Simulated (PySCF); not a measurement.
PySCF input for Al(CF3)(Me)2 (C3H6AlF3), SMILES [CH3][Al]([CH3])[C](F)(F)F, ωB97X-D3(BJ)/def2-SVP. The structure is a stationary point at ωB97X-D3(BJ)/def2-SVP.

```python
import numpy as np
from pyscf import gto, scf, dft, df
from pyscf.hessian import thermo

mol = gto.M(
    atom='''
    Al   -0.05450064    0.25346346    0.98054227
    C     0.01063990   -0.28455751   -0.96740815
    F    -1.10461548    0.03659612   -1.66991665
    F     0.21436042   -1.60988486   -1.17210724
    F     1.04403832    0.35523574   -1.58907518
    C    -1.09047046    1.85261908    1.37279773
    H    -0.59514946    2.73545305    0.92915680
    H    -1.21314984    2.04884322    2.44984758
    H    -2.09281634    1.80295637    0.91399691
    C     1.00079038   -0.84572319    2.18990201
    H     0.92922811   -0.53809609    3.24523587
    H     2.06651229   -0.80887825    1.90083282
    H     0.70407552   -1.90685684    2.12202268
    ''',
    basis='def2-SVP',
    charge=0,
    spin=0,
    max_memory=1600,
    verbose=3,
)
mf = dft.RKS(mol, xc='wb97x-d3bj').density_fit(auxbasis='def2-universal-jkfit')
mf.grids.level = 3
mf.conv_tol = 1e-11
mf.max_cycle = 100
mf.kernel()

# [left out here: the lines that compute and print the analytic Hessian (its translational invariance restored by hand, since the grid's response is missing), thermochemistry and intensities]
```

It prints:

```
converged SCF energy = -659.618811921728

WARN: DFTD3 does not support analytical Hessian, using finite difference


WARN: Mole.unit (angstrom) is changed to Bohr

Mode                                 0                   1                   2
Irrep
Freq [cm^-1]                       11.4332             21.2564             33.0901
Reduced mass [au]                   3.9253              1.0941              1.0254
Force const [Dyne/A]                0.0003              0.0003              0.0007
Char temp [K]                      16.4498             30.5832             47.6093
Normal mode                   x     y     z       x     y     z       x     y     z
       0  Al                 0.00 -0.00  0.00    0.00 -0.00  0.00    0.01  0.00  0.00
       1   C                 0.00 -0.00  0.00    0.00 -0.00  0.00    0.00  0.00  0.00
       2   F                -0.04 -0.08  0.03   -0.01 -0.01  0.01    0.01  0.01 -0.00
       3   F                 0.09  0.01 -0.01    0.02  0.00 -0.01    0.00  0.01 -0.00
       4   F                -0.06  0.07 -0.02   -0.01  0.02 -0.00    0.01  0.01  0.01
       5   C                 0.09  0.06 -0.03    0.04  0.03 -0.02   -0.02 -0.01 -0.00
       6   H                 0.20  0.04  0.06   -0.16 -0.04 -0.37   -0.26 -0.05 -0.35
       7   H                 0.01  0.02 -0.03    0.34  0.24 -0.02    0.29  0.19 -0.01
       8   H                 0.12  0.15 -0.12   -0.10 -0.14  0.30   -0.16 -0.22  0.32
       9   C                -0.09 -0.06  0.03   -0.04 -0.03  0.01   -0.01 -0.01  0.00
      10   H                -0.02  0.00  0.01   -0.32 -0.25  0.06    0.28  0.21 -0.05
      11   H                -0.09 -0.21 -0.00    0.02  0.28  0.25   -0.06 -0.36 -0.23
      12   H                -0.22 -0.03  0.09    0.23 -0.08 -0.27   -0.31  0.05  0.28
Mode                                 3                   4                   5
Irrep
Freq [cm^-1]                       85.9430            100.2233            145.6174
Reduced mass [au]                   4.3573              6.0086              2.5566
Force const [Dyne/A]                0.0190              0.0356              0.0319
Char temp [K]                     123.6529            144.1990            209.5110
Normal mode                   x     y     z       x     y     z       x     y     z
       0  Al                -0.03  0.04 -0.01    0.04  0.03 -0.00   -0.00 -0.01 -0.03
       1   C                -0.01  0.02 -0.00    0.06  0.04 -0.01   -0.00 -0.01 -0.04
       2   F                 0.02 -0.06 -0.08    0.00  0.02  0.06    0.00 -0.01 -0.05
       3   F                 0.02  0.00  0.10    0.00  0.02  0.06    0.00 -0.01 -0.05
       4   F                 0.01 -0.01  0.00    0.01 -0.04 -0.15   -0.00 -0.01 -0.04
       5   C                 0.01  0.04  0.11   -0.06 -0.04  0.02    0.04 -0.02  0.13
       6   H                -0.01  0.06  0.13   -0.13  0.01  0.06    0.01  0.02  0.17
       7   H                 0.09 -0.02  0.13   -0.11 -0.09  0.02    0.17 -0.13  0.17
       8   H                -0.03  0.08  0.19   -0.05 -0.11 -0.01   -0.01  0.06  0.25
       9   C                -0.01 -0.04 -0.11   -0.06 -0.04  0.02   -0.04  0.09  0.10
      10   H                 0.04 -0.13 -0.09   -0.13 -0.08  0.03   -0.14  0.23  0.05
      11   H                -0.02 -0.03 -0.16   -0.04 -0.09  0.10   -0.02  0.08  0.19
      12   H                -0.02 -0.03 -0.19   -0.11 -0.02 -0.04   -0.01  0.07  0.22
Mode                                 6                   7                   8
Irrep
Freq [cm^-1]                      222.3835            236.0834            356.8186
Reduced mass [au]                   4.1313              7.0419              7.2031
Force const [Dyne/A]                0.1204              0.2312              0.5403
Char temp [K]                     319.9604            339.6714            513.3825
Normal mode                   x     y     z       x     y     z       x     y     z
       0  Al                 0.11  0.08 -0.02   -0.05  0.04 -0.01    0.00 -0.03 -0.12
       1   C                -0.04 -0.04  0.01    0.05 -0.06  0.02    0.00  0.01  0.02
       2   F                -0.01 -0.03 -0.03    0.00  0.00  0.12   -0.02  0.03  0.07
       3   F                -0.02 -0.02 -0.04    0.03 -0.04 -0.10    0.00  0.00  0.08
       4   F                -0.01  0.01  0.08    0.03 -0.04  0.01    0.01  0.03  0.06
       5   C                -0.03 -0.02  0.01   -0.03  0.05  0.04    0.04 -0.07 -0.02
       6   H                -0.18  0.10  0.09   -0.03  0.08  0.08    0.03 -0.04  0.03
       7   H                -0.11 -0.12  0.02    0.04 -0.02  0.06    0.12 -0.17  0.00
       8   H                -0.01 -0.16 -0.02   -0.06  0.10  0.10    0.01 -0.01  0.04
       9   C                -0.03 -0.02  0.00   -0.03  0.02 -0.07   -0.04  0.04 -0.06
      10   H                -0.14 -0.09  0.02    0.05 -0.05 -0.04   -0.12  0.14 -0.09
      11   H                 0.01 -0.13  0.15   -0.05  0.03 -0.14   -0.02  0.04  0.01
[...]
       1   C                -0.01  0.01  0.00    0.00  0.07  0.24   -0.00  0.00 -0.00
       2   F                 0.00 -0.00  0.00   -0.04  0.01 -0.05    0.00 -0.00  0.00
       3   F                 0.00 -0.01 -0.00    0.01 -0.06 -0.03    0.00 -0.00 -0.00
       4   F                 0.00 -0.00 -0.00    0.03  0.01 -0.04    0.00 -0.00  0.00
       5   C                -0.04  0.06  0.01   -0.01  0.01  0.01   -0.00 -0.01  0.04
       6   H                 0.21 -0.14 -0.09    0.02 -0.02 -0.03   -0.29  0.01 -0.27
       7   H                 0.13 -0.22  0.07    0.01 -0.02  0.01    0.18 -0.15  0.08
       8   H                 0.03 -0.25 -0.09    0.01 -0.03 -0.03    0.16  0.24 -0.35
       9   C                -0.06  0.07 -0.07    0.01 -0.00  0.01    0.02 -0.02 -0.04
      10   H                 0.27 -0.32  0.08   -0.02  0.02  0.00    0.09 -0.26  0.05
      11   H                 0.06 -0.29  0.32   -0.01  0.01 -0.04    0.04  0.41  0.13
      12   H                 0.33 -0.08  0.27   -0.02  0.01 -0.04   -0.38  0.08  0.33
Mode                                24                  25                  26
Irrep
Freq [cm^-1]                     1431.7668           1435.1707           1435.5117
Reduced mass [au]                   1.0546              1.0491              1.0522
Force const [Dyne/A]                1.2737              1.2732              1.2775
Char temp [K]                    2059.9936           2064.8911           2065.3818
Normal mode                   x     y     z       x     y     z       x     y     z
       0  Al                -0.00  0.00 -0.00    0.00  0.00 -0.01   -0.00 -0.00 -0.00
       1   C                -0.00  0.00  0.00    0.00  0.00  0.01    0.00  0.00  0.00
       2   F                 0.00 -0.00  0.00   -0.00  0.00 -0.00   -0.00 -0.00 -0.00
       3   F                 0.00 -0.00 -0.00    0.00 -0.00 -0.00   -0.00 -0.00 -0.00
       4   F                 0.00  0.00 -0.00    0.00 -0.00 -0.00    0.00  0.00 -0.00
       5   C                -0.04 -0.02 -0.01    0.02  0.01 -0.04   -0.03 -0.02 -0.01
       6   H                 0.04  0.14  0.40    0.32 -0.05  0.19    0.06  0.12  0.35
       7   H                 0.42  0.34 -0.02   -0.32  0.09 -0.08    0.32  0.29 -0.03
       8   H                 0.07 -0.18 -0.22   -0.19 -0.23  0.44    0.04 -0.17 -0.14
       9   C                 0.03  0.03 -0.00    0.02 -0.01 -0.03   -0.03 -0.04 -0.01
      10   H                -0.37 -0.28  0.06    0.05 -0.26  0.05    0.47  0.26 -0.05
      11   H                -0.05 -0.08 -0.30    0.03  0.35  0.08    0.07  0.21  0.39
      12   H                 0.02  0.01  0.28   -0.33  0.07  0.31   -0.13  0.02 -0.25
Mode                                27                  28                  29
Irrep
Freq [cm^-1]                     3052.5959           3053.3566           3140.2644
Reduced mass [au]                   1.0383              1.0381              1.0978
Force const [Dyne/A]                5.7007              5.7021              6.3781
Char temp [K]                    4392.0058           4393.1003           4518.1412
Normal mode                   x     y     z       x     y     z       x     y     z
       0  Al                -0.00  0.00 -0.00   -0.00  0.00 -0.00   -0.00 -0.00  0.00
       1   C                 0.00 -0.00  0.00    0.00 -0.00 -0.00   -0.00  0.00 -0.00
       2   F                -0.00  0.00  0.00    0.00  0.00  0.00    0.00 -0.00  0.00
       3   F                -0.00  0.00 -0.00   -0.00  0.00  0.00    0.00 -0.00  0.00
       4   F                -0.00  0.00 -0.00   -0.00 -0.00  0.00    0.00  0.00 -0.00
       5   C                 0.02 -0.04  0.00   -0.01  0.02 -0.00   -0.06 -0.04  0.02
       6   H                 0.27  0.45 -0.23   -0.14 -0.24  0.12    0.25  0.47 -0.23
       7   H                -0.04  0.06  0.42    0.02 -0.03 -0.23    0.01 -0.04 -0.19
       8   H                -0.43 -0.03 -0.20    0.23  0.02  0.11    0.48  0.02  0.23
       9   C                 0.02 -0.01  0.01    0.03 -0.03  0.02    0.03  0.03 -0.01
      10   H                 0.02 -0.07 -0.22    0.04 -0.13 -0.41    0.00  0.02  0.06
      11   H                -0.29 -0.01  0.08   -0.53 -0.03  0.15   -0.34 -0.01  0.09
      12   H                 0.08  0.26  0.02    0.15  0.48  0.04   -0.08 -0.32 -0.02
Mode                                30                  31                  32
Irrep
Freq [cm^-1]                     3140.6746           3165.7252           3166.6019
Reduced mass [au]                   1.0986              1.1023              1.1024
Force const [Dyne/A]                6.3844              6.5089              6.5130
Char temp [K]                    4518.7315           4554.7737           4556.0351
Normal mode                   x     y     z       x     y     z       x     y     z
       0  Al                 0.00  0.00 -0.00   -0.00  0.00  0.00   -0.00  0.00 -0.00
       1   C                 0.00  0.00  0.00   -0.00  0.00 -0.00   -0.00  0.00  0.00
       2   F                -0.00  0.00 -0.00    0.00 -0.00  0.00    0.00 -0.00  0.00
       3   F                -0.00 -0.00  0.00    0.00 -0.00  0.00    0.00 -0.00  0.00
       4   F                -0.00 -0.00  0.00    0.00 -0.00  0.00    0.00 -0.00 -0.00
       5   C                 0.04  0.02 -0.01   -0.01 -0.00 -0.02   -0.02 -0.00 -0.08
       6   H                -0.15 -0.28  0.14   -0.02 -0.04  0.02   -0.08 -0.14  0.06
       7   H                -0.01  0.02  0.12   -0.03  0.04  0.21   -0.09  0.14  0.74
       8   H                -0.29 -0.01 -0.14    0.13  0.01  0.05    0.43  0.02  0.18
       9   C                 0.06  0.04 -0.02   -0.01  0.05  0.07    0.00 -0.01 -0.02
      10   H                 0.00  0.04  0.10    0.05 -0.22 -0.75   -0.01  0.06  0.22
      11   H                -0.56 -0.01  0.15    0.24  0.02 -0.05   -0.07 -0.00  0.02
      12   H                -0.14 -0.54 -0.04   -0.11 -0.38 -0.01    0.03  0.11  0.00
temperature 298.1500 [K]
pressure 101325.00 [Pa]
Rotational constants [GHz] 2.59697 1.53401 1.18060
Symmetry number 1
Zero-point energy (ZPE) 0.08505 [Eh]   223294.955 [J/mol]
                           tot       elec      trans        rot        vib
Entropy [J/mol/K]       451.100      0.000    169.068    119.726    162.306
Cv [J/mol/K]            138.309      0.000     12.472     12.472    113.366
Cp [J/mol/K]            146.623      0.000     20.786     12.472    113.366
Internal energy [J/mol]                      3718.434   3718.434 243447.312
Internal energy [Eh]   -659.52326  -659.61881
Enthalpy [J/mol]                             6197.391   3718.434 243447.312
Enthalpy [Eh]          -659.52231
Gibbs free energy [J/mol]                  -44210.277 -31977.800 195055.831
Gibbs free energy [Eh] -659.57354
mode   freq/cm-1   IR/(km/mol)
   1       11.43         0.082
   2       21.26         0.003
   3       33.09         0.088
   4       85.94         3.713
   5      100.22         4.126
   6      145.62         1.222
   7      222.38         6.612
   8      236.08         3.957
   9      356.82        28.866
  10      512.66         0.222
  11      514.21         0.941
  12      545.82         0.115
  13      584.25        10.988
  14      641.26         7.636
  15      686.99        95.039
  16      718.92        47.742
  17      734.72       103.881
  18      760.40       133.865
  19     1105.26       221.673
  20     1139.10       218.632
  21     1235.79        20.985
  22     1236.33        47.451
  23     1254.17       109.419
  24     1427.61         1.234
  25     1431.77         0.152
  26     1435.17         4.297
  27     1435.51         5.165
  28     3052.60         2.176
  29     3053.36         0.637
  30     3140.26         0.518
  31     3140.67         5.895
  32     3165.73         2.531
  33     3166.60         7.417
max |gradient| / (hartree/bohr): 0.00021559631591851815
APT charges: [ 1.3317  1.2437 -0.59   -0.5903 -0.5772 -0.4884  0.0278  0.0218  0.03
 -0.4875  0.0214  0.0277  0.0294]
```

The run converged.

Cost: very roughly 5 core-minutes.
